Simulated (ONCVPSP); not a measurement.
## PBEsol ONCV dataset for hafnium (Hf), fully relativistic all-electron reference.

* Element: Hf (Z = 72)
* Generator: ONCVPSP 4.0.1
* Type: optimised norm-conserving Vanderbilt (ONCV)
* Functional: PBEsol
* Relativity: fully relativistic
* Frozen core: [Kr] 4d10 4f14
* Valence charge: 12
* Reference configuration: 5s2 5p6 5d2 6s1.75 6p0.25
* Partial waves: 5s+6s: rc 1.60 bohr, ncon 4, nbas 7, qcut 6.7 1/bohr, 3 projectors, debl 3.8 Ha; 5p+6p: rc 2.15 bohr, ncon 4, nbas 8, qcut 5.2 1/bohr, 2 projectors; 5d: rc 2.45 bohr, ncon 3, nbas 7, qcut 6.9 1/bohr, 2 projectors, debl 1.5 Ha
* Local potential: polynomial inside 1.30 bohr (lpopt 5, dvloc0 0 Ha)
* Core correction: polynomial model core, fcfact 0.5

Open shells are filled in proportion to 2j + 1.

All-electron outer shells of the reference configuration (PBEsol, scalar-relativistic, ld1.x):

```csv
shell,level (eV),outermost node (bohr),outermost maximum (bohr)
4d,-206.89,0.23,0.47
5s,-67.42,0.55,1.01
5p,-35.97,0.60,1.16
4f,-17.24,–,0.45
6s,-5.37,1.37,2.89
5d,-3.03,0.67,1.69
6p,-1.56,1.66,4.00
```

**Question.** Does the generator finish with these settings?

**Answer.** Yes, a potential is produced and its reference levels are reproduced.

**Question.** Estimate the cutoffs (Ha) at which the residual kinetic energy of the hardest occupied pseudo-wave falls to 1 and 0.1 mHa per electron.

**Answer.** 19 Ha and 23 Ha.

**Question.** Does the potential have ghost states?

**Answer.** No bound ghost flagged; GHOST(+) flagged for s at 334.9 eV.

**Question.** Tests: 5s2 5p6 5d2 6s2 6p0; 5s2 5p6 5d2 6s1 6p0; 5s2 5p6 5d2 6s0 6p0; 5s2 5p6 5d2 6s1 6p1. Which has the largest error in its energy relative to the reference configuration, and how large is it?

**Answer.** 5s2 5p6 5d2 6s0 6p0, with -7.5 meV (all-electron minus pseudo) on +21.24 eV.
